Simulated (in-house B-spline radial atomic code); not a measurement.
Whole-atom quantities along the 33-electron series, configuration [Ar] 3d10 4s2 4p3. Breit and QED terms are first order and not part of the total energy; the density at the nucleus is averaged over the nuclear charge. Computed with an all-electron radial atomic-structure program (B-spline basis): Dirac-Hartree-Fock, average of the configuration, finite nuclei.

```json
{"ion": "Ag14+", "Z": "47", "E/Z² (Eh)": "-2.3746", "Σ<r²> (bohr²)": "6.7594", "n(0)/Z³ (bohr⁻³)": "1.3546", "Lamb diamagnetic shielding (ppm)": "4650.48", "repulsion over attraction": "0.12785", "Breit energy (eV)": "95.872", "self-energy (eV)": "73.121", "vacuum polarisation (eV)": "-8.9135", "Dirac less non-relativistic energy (Eh)": "-116.98"}
{"ion": "Cd15+", "Z": "48", "E/Z² (Eh)": "-2.392", "Σ<r²> (bohr²)": "6.2863", "n(0)/Z³ (bohr⁻³)": "1.3901", "Lamb diamagnetic shielding (ppm)": "4777.01", "repulsion over attraction": "0.12563", "Breit energy (eV)": "102.97", "self-energy (eV)": "78.754", "vacuum polarisation (eV)": "-9.7483", "Dirac less non-relativistic energy (Eh)": "-128.2"}
{"ion": "In16+", "Z": "49", "E/Z² (Eh)": "-2.4089", "Σ<r²> (bohr²)": "5.8627", "n(0)/Z³ (bohr⁻³)": "1.4295", "Lamb diamagnetic shielding (ppm)": "4904.26", "repulsion over attraction": "0.12346", "Breit energy (eV)": "110.43", "self-energy (eV)": "84.702", "vacuum polarisation (eV)": "-10.645", "Dirac less non-relativistic energy (Eh)": "-140.24"}
{"ion": "Sn17+", "Z": "50", "E/Z² (Eh)": "-2.4255", "Σ<r²> (bohr²)": "5.4815", "n(0)/Z³ (bohr⁻³)": "1.4693", "Lamb diamagnetic shielding (ppm)": "5032.26", "repulsion over attraction": "0.12134", "Breit energy (eV)": "118.25", "self-energy (eV)": "90.977", "vacuum polarisation (eV)": "-11.608", "Dirac less non-relativistic energy (Eh)": "-153.15"}
{"ion": "Sb18+", "Z": "51", "E/Z² (Eh)": "-2.4417", "Σ<r²> (bohr²)": "5.1372", "n(0)/Z³ (bohr⁻³)": "1.5112", "Lamb diamagnetic shielding (ppm)": "5161.04", "repulsion over attraction": "0.11928", "Breit energy (eV)": "126.45", "self-energy (eV)": "97.592", "vacuum polarisation (eV)": "-12.64", "Dirac less non-relativistic energy (Eh)": "-166.96"}
{"ion": "Te19+", "Z": "52", "E/Z² (Eh)": "-2.4576", "Σ<r²> (bohr²)": "4.8248", "n(0)/Z³ (bohr⁻³)": "1.5532", "Lamb diamagnetic shielding (ppm)": "5290.63", "repulsion over attraction": "0.11727", "Breit energy (eV)": "135.04", "self-energy (eV)": "104.56", "vacuum polarisation (eV)": "-13.745", "Dirac less non-relativistic energy (Eh)": "-181.73"}
```

Q: With what power of Z does the column «self-energy (eV)» change over this range?

A: A fit of the logarithm of its size against log Z from Z = 47 to 52 has slope 3.54. One-loop self-energy scales as Z⁴F(Zα), with F falling from low Z to about Z = 90.
